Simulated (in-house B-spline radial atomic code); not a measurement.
# B3LYP (VWN-RPA) excitations of Ca III (Ca2+)

Method: B3LYP (VWN-RPA). Computed with a B-spline radial code for spherical atoms: linear response of the closed shell [Ne] 3s2 3p6 with the functional's adiabatic kernel; scalar-relativistic (spin-free one-electron X2C), finite nucleus, no spin-orbit coupling, no double excitations, S, P, D and F terms only. Only terms of natural parity with L up to 3 were computed.

Command:
```bash
python run_td.py task.json out
```
Settings (radii: box in bohr, nucleus in fm):
```
Z                        20
electrons                18
configuration            [Ne] 3s2 3p6
hamiltonian              x2c
method                   b3lyp
box_radius               29.48
rms_radius               3.4776
intervals                74
```

Time taken, with all properties: 1.2 s on 1 thread of Arm Neoverse N1, on a shared host.

The lowest states, in the order of their Tamm-Dancoff energies; the method's threshold (minus the highest occupied level) is 44.93 eV. Labels give the largest channel, * marks a mixed state, and oscillator strengths are full-response dipole values. Semilocal kernels can invert the small singlet-triplet splittings of Rydberg terms. Energies in eV:

```tsv
state	full response	Tamm-Dancoff	oscillator strength
3p → 3d 3P	25.078	25.171	-
3p → 3d 3F	25.373	25.530	-
3p → 3d 1F	27.562	27.567	-
3p → 4s 3P	28.478	28.489	-
3p → 4s 1P	28.943	28.953	0.454
3p → 4p 3S	32.17	32.18	-
3p → 4p 3D	32.46	32.47	-
3p → 4p 1D	?	?	-
3p → 4p 1S	34.22	34.36	-
3p → 3d 1P	33.65	34.42	3.23
3p → 4d 3P	37.76	37.77	-
3p → 4d 3F	37.80	37.81	-
3p → 5s 3P	37.94	37.94	-
3p → 4d 1F	?	?	-
3p → 5s 1P	38.03	38.03	0.09
3p → 5p 3S	39.10	39.10	-
```

(1) Where does 3p → 4p 1D lie?

(2) Where does 3p → 4d 1F lie?

(3) How large is the singlet-triplet splitting of 3p → 3d (F terms) in Tamm-Dancoff?

(4) What polarisabilities and dispersion coefficient does the method give?

Answers

(1) At 32.73 eV in full response, 32.73 eV in Tamm-Dancoff.

(2) At 38.00 eV in full response, 38.00 eV in Tamm-Dancoff.

(3) 2.04 eV, from the unrounded values.

(4) Dipole 3.32 bohr³, quadrupole 7.382 bohr⁵, C6 10.99 hartree·bohr⁶ for two such species.
